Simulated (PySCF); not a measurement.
**Electronic structure of Ru- (ruthenium, charge -1) at the r2SCAN level**

Configuration: [Kr] 4d7 5s2, high-spin 4F determinant. Calculation: PySCF 2.14, in aug-cc-pwCVTZ-PP with ECP28MDF; a scalar-relativistic core potential.

| Property | Result |
| --- | --- |
| Total energy | -94.5571 hartree |
| One-electron energy | -167.9320 hartree |
| Hartree (Coulomb) energy | 83.6216 hartree |
| Exchange-correlation energy | -10.2466 hartree |
| ⟨S²⟩ | 3.8224 |
| ⟨L²⟩ | 12.037 |
| Sum of ⟨r⟩ | 29.62 bohr |
| Sum of ⟨r²⟩ | 82.38 bohr² |
| Traceless quadrupole moment −½Σ⟨3z² − r²⟩ along its main axis | 0.00676 e·bohr² |
| Time after the integrals | of the order of 8 core-seconds |

```json
{"shell": "4s α", "electrons": "1", "mean orbital energy (hartree)": "-2.74486", "spread (hartree)": "0", "rms radius, mean of both spins (bohr)": "1.09"}
{"shell": "4s β", "electrons": "1", "mean orbital energy (hartree)": "-2.64099", "spread (hartree)": "0", "rms radius, mean of both spins (bohr)": "1.09"}
{"shell": "4p α", "electrons": "3", "mean orbital energy (hartree)": "-1.60746", "spread (hartree)": "0", "rms radius, mean of both spins (bohr)": "1.22"}
{"shell": "4p β", "electrons": "3", "mean orbital energy (hartree)": "-1.49601", "spread (hartree)": "0.00002", "rms radius, mean of both spins (bohr)": "1.22"}
{"shell": "4d α", "electrons": "5", "mean orbital energy (hartree)": "-0.02341", "spread (hartree)": "0.03654", "rms radius, mean of both spins (bohr)": "1.99"}
{"shell": "5s α", "electrons": "1", "mean orbital energy (hartree)": "0.00926", "spread (hartree)": "0", "rms radius, mean of both spins (bohr)": "4.65"}
{"shell": "5s β", "electrons": "1", "mean orbital energy (hartree)": "0.03376", "spread (hartree)": "0", "rms radius, mean of both spins (bohr)": "4.65"}
{"shell": "4d β", "electrons": "2", "mean orbital energy (hartree)": "0.04256", "spread (hartree)": "0.00016", "rms radius, mean of both spins (bohr)": "1.99"}
```

Energies and moments cover only the electrons outside the core potential. ⟨S²⟩ = 3.82 against 3.75 shows spin contamination. At r2SCAN the highest occupied level has a positive energy, so only the finite basis holds that electron; in a semilocal or global hybrid functional this comes from self-interaction and does not mean that the real anion is unbound.
